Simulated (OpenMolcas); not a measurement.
Re3+ among 3 point charges of -2 e arranged as a planar triangle (D3h).

| Property | Result |
| --- | --- |
| Program | OpenMolcas 26.06 |
| Method | SS-CASPT2, IPEA 0.25 Eh, imaginary shift 0.1 Eh (closed shells correlated: 4f 5s 5p) |
| Basis | ANO-RCC-VTZP [8s7p5d3f2g1h] |
| Scalar Hamiltonian | DKH2, point nucleus |
| Active space | 4 electrons in 5 orbitals (5d) |
| State averaging | 2S+1 = 5 even, 5 roots; 2S+1 = 3 even, 45 roots; 2S+1 = 1 even, 50 roots |
| Spin-orbit coupling | state interaction with AMFI integrals over the reference wave functions |

All point charges move together. At R = 2.03 Å the first state of the same spin is 16150 cm-1, and at R = 2.36 Å it is 10410 cm-1.

A third run gives 12810 cm-1. What distance was it run at?

With a power law R^-n the two known points give n = -ln(10410 / 16150) / ln(2.36 / 2.03) = 2.92. Then R = 2.03 × (16150 / 12810)^(1/2.92) = 2.198 Å. The run was at 2.2 Å, so the estimate is off by -0.002 Å.

Roots that are degenerate in the reference are averaged as groups; the widest CASPT2 spread within a group is 240 cm-1 (the 2-fold group of multiplicity 5 near 0 cm-1 above the lowest state of its run, R = 2.03). Shifts and gaps below about the spread of the groups concerned are not significant. An orbital doublet at a regular site is open to a Jahn-Teller distortion, which this geometry leaves out. This shell can be high or low spin here, a state of another spin lies low, and with metal d orbitals alone active their balance is uncertain, so the ground spin may be wrong. Point charges give a weaker field than real ligands, and real ions of this kind are as a rule low spin; the high spin found here belongs to the model. Free-ion shares, where given, are those of the reference states; single-state CASPT2 does not remix them. Point charges carry no covalency, so the field is a model and not that of real ligands. No measured value stands beside these numbers.
